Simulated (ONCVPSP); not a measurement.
## Transferability test, ONCV potential for oxygen

| Property | Result |
| --- | --- |
| Element | oxygen |
| Generator | ONCVPSP 4.0.1 |
| Type | optimised norm-conserving Vanderbilt (ONCV) |
| Functional | PBE |
| Relativity | scalar-relativistic |
| Frozen core | [He] |
| Valence charge | 6 |
| Reference configuration | 2s2 2p3 (charge +1) |
| Partial waves | 2s: rc 0.70 bohr, ncon 3, nbas 7, qcut 9.6 1/bohr, 2 projectors, debl 0.3 Ha; 2p: rc 1.75 bohr, ncon 5, nbas 8, qcut 7.8 1/bohr, 2 projectors, debl 3.3 Ha; d scattering state at 0.31 Ha: rc 1.35 bohr, ncon 4, nbas 7, qcut 6.5 1/bohr, 1 projector |
| Local potential | polynomial inside 0.45 bohr (lpopt 5, dvloc0 6 Ha) |
| Core correction | polynomial model core, fcfact 0.6 |

In the s channel the program set the typed energies aside and used -1.458, 0.250 Ha.

Energies are relative to the spin-unpolarised reference configuration 2s2 2p3; without spin polarisation the order of configurations can differ from experiment.

```tsv
valence configuration	charge	ΔE all-electron (eV)	error AE − PS (meV)
2s2 2p2	+2	33.586	+137
2s2 2p0	+4	164.359	+2721
```

What are ΔE and the potential's error for 2s2 2p1?

ΔE = 87.455 eV all-electron; the error (AE − PS) is +844 meV.

What are ΔE and the potential's error for 2s2 2p4?

ΔE = -16.431 eV all-electron; the error (AE − PS) is +44 meV.

Levels in the configuration 2s2 2p0:

| level | all-electron (eV) | pseudo (eV) |
| --- | --- | --- |
| 2s | -102.724 | -101.437 |
